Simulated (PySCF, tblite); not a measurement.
One entry of a table of gas-phase calculations, keyed by method. Lists by class give the value and the number of equivalent atoms.

```json
{
 "formula": "C6H15OPS",
 "smiles": "CCC[P@@](C)(=O)CSC",
 "inchi": "InChI=1S/C6H15OPS/c1-4-5-8(2,7)6-9-3/h4-6H2,1-3H3/t8-/m1/s1",
 "charge": 0,
 "multiplicity": 1,
 "geometry_level": "GFN2-xTB",
 "atoms_angstrom": [
  ["C", -3.19, -1.627, 0.314],
  ["C", -1.719, -1.232, 0.31],
  ["C", -1.517, 0.202, -0.161],
  ["P", 0.246, 0.685, 0.063],
  ["C", 0.354, 2.423, -0.494],
  ["O", 0.739, 0.467, 1.43],
  ["C", 1.18, -0.278, -1.211],
  ["S", 2.833, 0.436, -1.456],
  ["C", 3.63, -0.084, 0.085],
  ["H", -3.758, -0.978, 0.977],
  ["H", -3.307, -2.653, 0.654],
  ["H", -3.61, -1.546, -0.687],
  ["H", -1.305, -1.325, 1.317],
  ["H", -1.162, -1.911, -0.341],
  ["H", -1.827, 0.331, -1.199],
  ["H", -2.1, 0.886, 0.464],
  ["H", -0.052, 2.558, -1.491],
  ["H", 1.401, 2.721, -0.48],
  ["H", -0.195, 3.031, 0.223],
  ["H", 0.683, -0.239, -2.178],
  ["H", 1.292, -1.315, -0.889],
  ["H", 3.029, 0.242, 0.927],
  ["H", 3.74, -1.166, 0.083],
  ["H", 4.605, 0.391, 0.106]
 ],
 "electronic_structure_code": "PySCF",
 "results": {
  "GFN2-xTB geometry": {
   "point_group": "C1",
   "rotational_constants_GHz": [2.032, 0.602, 0.57]
  },
  "PBE0/pcSseg-1 ground state and GIAO shieldings, non-relativistic": {
   "dipole_D": 2.78,
   "homo_eV": -6.32,
   "lumo_eV": 0.74,
   "shift_vs_computed_TMS_C_by_class_ppm": [
    [39.6, 1],
    [35.4, 1],
    [20.9, 1],
    [18.8, 1],
    [18.5, 1],
    [17.3, 1]
   ],
   "shift_vs_computed_TMS_H_by_class_ppm": [
    [2.61, 1],
    [2.53, 3],
    [2.12, 1],
    [1.64, 1],
    [1.59, 3],
    [1.55, 1],
    [1.26, 1],
    [1.11, 3],
    [1.0, 1]
   ],
   "shielding_other_nuclei_by_class_ppm": [
    ["O", 235.3, 1],
    ["P", 300.1, 1],
    ["S", 587.6, 1]
   ],
   "charges_hirshfeld_e_by_atom": [-0.12, -0.06, -0.11, 0.43, -0.17, -0.39, -0.12, 0.01, -0.12, 0.04, 0.04, 0.04, 0.04, 0.04, 0.04, 0.05, 0.05, 0.04, 0.05, 0.05, 0.05, 0.04, 0.04, 0.05]
  },
  "GFN2-xTB harmonic vibrations, gas phase": {
   "strongest_ir_bands_cm-1_km_per_mol_modes": [
    [744.8, 49.3, 2],
    [789.5, 93.0, 1],
    [853.1, 132.4, 1],
    [865.7, 44.0, 1],
    [1254.7, 201.1, 1],
    [3028.1, 45.1, 1]
   ],
   "zpe_kcal_per_mol": 125.0
  }
 }
}
```

The zero-point energy, half the sum of the 66 harmonic wavenumbers, equals 43730 cm⁻¹ or 523 kJ/mol. In atomic units the dipole is 1.09 e·bohr (1 au = 2.5417 D).

 NMR classes are plain means over equivalent atoms (diastereotopic ones count apart unless rotation or inversion swaps them), as if these changed places fast; in this geometry the members of some classes differ.

The values belong to the conformer `[CH3:1][CH2:2][CH2:3][P@@:4]([CH3:5])(=[O:6])[CH2:7][S:8][CH3:9]`: C1–C2–C3–P4 173°, C2–C3–P4–C5 -179°, C3–P4–C7–S8 163°, P4–C7–S8–C9 73°.
